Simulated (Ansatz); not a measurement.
Input for Ansatz (a program for electronic structure): R-PBE/def2-TZVPP on C3H8O (SMILES CCOC), a point of a torsion scan.

Ansatz 0.2 input:
```yaml
crystal:
  periodic: [false, false, false]
  atoms:
    - {symbol: C, position_ang: [0.69812439, -0.35667550, 1.23972032]}
    - {symbol: C, position_ang: [0.56526087, -0.70022691, -0.23800404]}
    - {symbol: O, position_ang: [-0.67830180, -0.41878967, -0.87399608]}
    - {symbol: C, position_ang: [-1.71043590, 0.15551073, -0.11606619]}
    - {symbol: H, position_ang: [1.69840705, -0.63226639, 1.56431375]}
    - {symbol: H, position_ang: [0.56414513, 0.70788231, 1.41386257]}
    - {symbol: H, position_ang: [-0.01991543, -0.90743957, 1.84200943]}
    - {symbol: H, position_ang: [1.33401749, -0.15498019, -0.80248738]}
    - {symbol: H, position_ang: [0.74788020, -1.77506218, -0.37324426]}
    - {symbol: H, position_ang: [-1.44165747, 1.14153900, 0.27882307]}
    - {symbol: H, position_ang: [-2.03095310, -0.48771744, 0.71094032]}
    - {symbol: H, position_ang: [-2.54138670, 0.27178995, -0.81079429]}
basis:
  gaussian:
    orbitals: def2-TZVPP
hamiltonian:
  xc: {name: PBE}
scf: {lower_state_search: off}
```

The head of its log:

```
WARN ansatz: RAYON_NUM_THREADS=1 ignored (pool sized by the plan → 1); use --threads N
Functional definition: PBE
these checks for a lower state are left out or cut short: stability, starts, cluster_reference, orbital_swaps, neighbouring_geometries, increment
integrals: 0.13 GiB planned
1163 factors; their error is unknown
mean field: 1.10 GiB planned
mean field evaluation 1: about -5270.4561 eV, gradient 7.5e1 eV
mean field evaluation 2: about -5250.9386 eV, gradient 1.1e2 eV
```

Question: What total energy does the run end on?

Answer: -194.1557 hartree.
